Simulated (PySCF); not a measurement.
## Dipole response of Nb²⁺ (niobium, charge +2)

[Kr] 4d3, high-spin 4F determinant. Computed with PySCF 2.14 in aug-cc-pwCVTZ-DK, with scalar relativity by spin-free X2C-1e. Coupled (time-dependent) response in atomic units; α is the mean over directions.

```csv
method,mean α (bohr³),C₆ (like pair),S(−4)
UHF,10.36,54.09,47.78
```

S(−4) is the Cauchy moment in α(ω) = α(0) + S(−4) ω² + …

Spin-orbit coupling is absent.

α(iu) at UHF:

```tsv
u (hartree)	α(iu) (bohr³)
0	10.36
0.0500	10.24
0.100	9.917
0.200	8.923
0.300	7.854
0.500	6.122
0.750	4.652
1.00	3.648
1.50	2.387
2.00	1.661
3.00	0.9222
5.00	0.4049
```

For an ion, C₆ is the dispersion term alone; charge-induced terms of lower order in 1/R come first.
